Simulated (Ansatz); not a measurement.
Geometry optimisation, RKS CAM-B3LYP-D4/def2-SVP (Ansatz 0.2.0).

Input:

```yaml
crystal:
  periodic: [false, false, false]
  atoms:
    - { symbol: W, position_ang: [0.0, 0.0, 0.0] }
    - { symbol: H, position_ang: [0.0, 0.0, 2.07] }
    - { symbol: H, position_ang: [1.72, 0.0, 0.0] }
    - { symbol: H, position_ang: [0.0, 1.72, 0.0] }
    - { symbol: Cl, position_ang: [-2.39, 0.0, 0.0] }
    - { symbol: H, position_ang: [0.0, -1.72, 0.0] }
    - { symbol: O, position_ang: [0.0, 0.0, -1.94] }
    - { symbol: H, position_ang: [0.5278, 0.7924, -2.2771] }
    - { symbol: Cl, position_ang: [-1.9177, 1.685, 0.8482] }
    - { symbol: H, position_ang: [-0.7737, 0.6798, 2.0759] }
basis:
  gaussian: { orbitals: def2-SVP }
hamiltonian:
  xc: cam_b3lyp
  dispersion: d4
relax:
  f_tol: 0.15
  max_steps: 25
  restrain:
    - { distance: [0, 8], at: 2.39, k: 30.0 }
    - { distance: [9, 1], at: 0.66, k: 30.0 }
    - { distance: [0, 1], at: 2.92, k: 30.0 }
    - { distance: [9, 8], at: 2.57, k: 30.0 }
output:
  orbitals: {}
```

Command:

```bash
$ ansatz run input.yaml --threads 4 --pin off --max-ram 5120MiB --backend cpu --events-out ev --progress --plain --runs-dir out
```

**Question.** Where does it end, and by what steps?

**Answer.** The forces met the threshold. The restraints hold the end off the free minimum; the threshold counts their pulls, which the force column leaves out. Restrained pairs: W1–Cl9 (2.69 → 2.36 Å), H2–H10 (1.03 → 0.72 Å), W1–H2 (2.07 → 2.93 Å), Cl9–H10 (1.96 → 2.58 Å). After 22 steps the energy has fallen by 10.075 eV (the restraints' own energy left out); H6 moved furthest, 1.03 Å.

```
step  energy less start (eV)  largest force component (eV/Å)  accepted
   0                  0.0000                           6.703       yes
   1                 -2.1307                           8.731       yes
   2                 -5.2670                           6.951       yes
   3                 -7.2085                           3.234       yes
   4                 -8.6400                           1.918       yes
   5                 -9.4251                           1.570       yes
   6                 -9.6838                           1.433       yes
   7                 -9.7585                           1.464       yes
   8                 -9.8266                           1.499       yes
   9                 -9.8350                           2.052        no
  10                 -9.8678                           1.465       yes
  11                 -9.9021                           1.417       yes
  12                 -9.9396                           1.300       yes
  13                 -9.9931                           0.793       yes
  14                 -9.9984                           1.043       yes
  15                 -9.8971                           1.701        no
  16                -10.0125                           1.381       yes
  17                -10.0310                           1.428       yes
  18                -10.0391                           1.523       yes
  19                -10.0611                           1.484       yes
  20                -10.0733                           1.430       yes
  21                -10.0750                           1.509       yes
  22                -10.0751                           1.585       yes
```

```xyz
10
Properties=species:S:1:pos:R:3
W -0.425 0.421 -0.324
H -0.461 -0.625 2.412
H 1.126 0.738 0.285
H 0.529 1.772 -0.646
Cl -2.529 -0.635 -0.312
H 0.332 -0.848 0.437
O 0.073 -0.035 -2.009
H 0.460 0.271 -2.841
Cl -1.227 2.080 1.157
H -0.712 0.018 2.618
```

The run took 64 s on 4 threads of Arm Neoverse V2 (shared host), peak memory 0.36 GiB.
